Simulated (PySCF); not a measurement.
**Li: excitation energy**

Li [He] 2s1 (2S) → Li [He] 3d1 (2D), as a difference of total energies. Calculation: PySCF 2.14, in aug-cc-pVTZ-DK; scalar relativity by spin-free X2C-1e. The calculations carry no spin-orbit coupling.

```csv
method,excitation energy (eV)
UHF,4.363
LDA,4.071
PBE,3.981
PBE0,4.091
r2SCAN,4.010
r2SCANh,4.060
BLYP,3.923
BP86,3.827
BHandHLYP,4.219
```

The promoted electron is Rydberg-like, and one or two diffuse shells describe it only roughly, which tends to raise the upper state.

For comparison: 3.879 eV (measured; NIST levels, between the centres of gravity of the two terms).
